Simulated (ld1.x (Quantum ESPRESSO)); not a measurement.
**Which change was made? (Sb, PAW)**

ld1.x (Quantum ESPRESSO) 7.5 input, shortened:

```
&input
   title='Sb', zed=51., rel=1, dft='PZ', iswitch=3,
   config='[Kr] 4d10 5s2 5p3'
 /
 &inputp
   pseudotype=3, lpaw=.true., tm=.true., lloc=-2, rcloc=1.00,
   nlcc=.true., rcore=0.65,
   which_augfun='PSQ', rmatch_augfun_nc=.true.
 /
6
5S  1  0   2.00   0.00  1.40  1.90  0.0
5S  1  0   0.00   2.85  1.40  1.90  0.0
5P  2  1   3.00   0.00  1.80  2.35  0.0
5P  2  1   0.00   1.60  1.80  2.35  0.0
4D  3  2  10.00   0.00  0.85  1.00  0.0
4D  3  2   0.00   2.30  0.85  1.00  0.0
 &test
   configts(1)='4d10 5s2 5p3'
 /
```

Cutoffs, loose and tight: the cutoffs (Ry, on a coarse ladder) from which the occupation-weighted sum of valence levels, in a spherical-Bessel basis at the reference potential, stays within 10 and 1 mRy of its value at 400 Ry. They do not see the model core or the augmentation charge, which bear on the density cutoff. Test errors are all-electron minus pseudo excitation energies from the reference, over the configurations 4d10 5s2 5p2; 4d10 5s2 5p1; 4d10 5s2 5p0; 4d10 5s2 5p3.3; 4d9 5s2 5p3; 4d10 5s1 5p4; 4d10 5s1 5p0 (two spin-polarised tests are not counted in the largest error); variants that change the core or the reference have their own tests. The largest error is taken over the tests solved by every variant that gives reliable tests at all, those not shown here included: 4d10 5s2 5p0; 4d10 5s2 5p1; 4d10 5s2 5p2; 4d10 5s2 5p3.3.

The base gives: outcome: generated; cutoff, loose: 120 Ry; cutoff, tight: 260 Ry; bound ghosts: s, p; largest test error (meV): -16.

(1) After one change the result is: outcome: generated; cutoff, loose: 120 Ry; cutoff, tight: 260 Ry; bound ghosts: none; largest test error (meV): -16. Which change was it?
A. type ultrasoft; local potential all-electron potential smoothed inside 1.55 bohr (lloc = -1); augmentation built from norm-conserving waves at rcut, not smoothed further
B. local potential all-electron potential smoothed inside 1.68 bohr (lloc = -2)
C. all radii but the core radius scaled by about 1.07 (s 2.04, p 2.52, d 1.08 bohr, rcut 1.50/1.94/0.92); local potential all-electron potential smoothed inside 1.08 bohr (lloc = -2)

Results:

(1) B. The others give: type ultrasoft; local potential all-electron potential smoothed inside 1.55 bohr (lloc = -1); augmentation built from norm-conserving waves at rcut, not smoothed further → outcome: generated; cutoff, loose: 120 Ry; cutoff, tight: 260 Ry; bound ghosts: s; largest test error (meV): -23 | all radii but the core radius scaled by about 1.07 (s 2.04, p 2.52, d 1.08 bohr, rcut 1.50/1.94/0.92); local potential all-electron potential smoothed inside 1.08 bohr (lloc = -2) → outcome: generated; cutoff, loose: 140 Ry; cutoff, tight: 230 Ry; bound ghosts: s; largest test error (meV): -16.
